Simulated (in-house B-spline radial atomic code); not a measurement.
A fraction x of an electron is moved 4d → 4f in Rh⁺, starting from [Kr] 4d8 and keeping the highest spin. All numbers are computed (scalar-relativistic (X2C) PW91, spin-polarised, spherical fractional occupations; Fermi nucleus of rms radius 4.4945 fm) with a B-spline radial code for spherical atoms, not measured.

```csv
x,E(x) - E(0) (eV),4d down level (eV),4f up level (eV)
0,0.0000,-12.929,-
0.125,1.5071,-13.979,-1.591
0.25,?,?,?
0.375,4.8103,-16.036,-1.979
0.5,?,?,?
0.625,8.5393,-18.041,-2.265
0.75,10.5645,-19.017,-2.392
0.875,12.6951,-19.973,-2.511
1,14.9296,-20.910,-2.622
```

Q: What belongs in the row x = 0.25?

A: An energy change of 3.1063 eV; 4d down at -15.015 eV, 4f up at -1.807 eV.

Q: What belongs in the row x = 0.5?

A: An energy change of 6.6210 eV; 4d down at -17.045 eV, 4f up at -2.129 eV.

Q: Check Janak's theorem between x = 0.625 and 0.75.

A: The slope of the energy is 16.20 eV; the orbital levels give 16.20 eV (ε of the receiving orbital less ε of the emptying one, averaged over the two points).
